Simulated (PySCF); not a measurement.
Isomers of C9H5F3, one GFN2-xTB conformer each. Single-point energies are computed at PBE0/pcSseg-1 (PySCF, gas phase, no added dispersion term), electronic only.

```json
{"SMILES": "C#C[C@@]12C=C[C@@H]1C(C(F)(F)F)=C2", "GFN2-xTB relative energy (kJ/mol)": "270.3"}
{"SMILES": "C#Cc1ccccc1C(F)(F)F", "GFN2-xTB relative energy (kJ/mol)": "0.0"}
```

Task: What does PBE0/pcSseg-1 give for the same structures?

Result: 
| SMILES | PBE0/pcSseg-1 E (Eh) | PBE0/pcSseg-1 (kJ/mol) | GFN2-xTB (kJ/mol) | point group |
| --- | --- | --- | --- | --- |
| C#Cc1ccccc1C(F)(F)F | -644.68243 | 0.0 | 0.0 | Cs |
| C#C[C@@]12C=C[C@@H]1C(C(F)(F)F)=C2 | -644.56108 | 318.6 | 270.3 | C1 |

Both levels put the same isomer lowest. As drawn, the lower has an aromatic ring, which the higher lacks; the higher has a four-membered ring, a C=C bond outside aromatic rings and a quaternary carbon, which the lower lacks.

Task: Which frontier levels, dipoles and rotational constants go with these structures?

Result: 
```json
{"SMILES": "C#Cc1ccccc1C(F)(F)F", "HOMO (eV, PBE0/pcSseg-1)": "-7.34", "LUMO (eV)": "-1.61", "dipole (D)": "2.94", "A, B, C (MHz)": "1351, 933.2, 610.6"}
{"SMILES": "C#C[C@@]12C=C[C@@H]1C(C(F)(F)F)=C2", "HOMO (eV, PBE0/pcSseg-1)": "-7.64", "LUMO (eV)": "-1.31", "dipole (D)": "2.35", "A, B, C (MHz)": "1960, 604.9, 541.6"}
```
